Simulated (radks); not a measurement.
Species: the bromine ion Br3+. Configuration: [Ar] 3d10 4s1 4p2 5p1 (not the ground configuration).

Method: scalar-relativistic Kohn-Sham, PBE, spin-polarised, spherical densities, point nucleus; open shells are filled with parallel spins first; computed with a radial shooting solver on a logarithmic mesh with Libxc functionals.

Energy parts (eV):
part                       energy
total                  -70818.097
kinetic                 72354.992
electron-nucleus      -169312.263
Hartree                 28609.513
exchange-correlation    -2470.338

Orbitals (lengths in bohr, moments of r in powers of bohr; r(90%) holds 90 % of the orbital's charge):
orbital,occ.,eigenvalue (eV),<r^4>,r(90%)
1s up,1,-13366.61,0.00001560,0.0764
1s down,1,-13366.27,0.00001560,0.0764
2s up,1,-1780.704,0.003101,0.293
2s down,1,-1780.516,0.003101,0.293
2p up,3,-1576.293,0.002249,0.270
2p down,3,-1576.012,0.002249,0.270
3s up,1,-285.3095,0.1938,0.820
3s down,1,-284.8132,0.1921,0.819
3p up,3,-220.7227,0.2341,0.860
3p down,3,-220.1561,0.2305,0.858
3d up,5,-113.8589,0.3888,0.967
3d down,5,-113.1239,0.3679,0.955
4s up,1,-62.1179,9.674,2.18
4s down,0,-57.5026,9.249,2.16
4p up,2,-47.0658,15.90,2.47
4p down,0,-42.1827,14.85,2.44
5p up,1,-18.6434,361.2,5.36

The highest occupied level is 5p up at -18.643 eV. The configuration is held as typed, so some empty levels lie below it. Spin moment in Bohr magnetons: 4. Summed over all electrons, <r^2> = 32.58 bohr^2, which gives a Langevin (diamagnetic) susceptibility term of -25.8 x 10^-6 cm^3/mol.
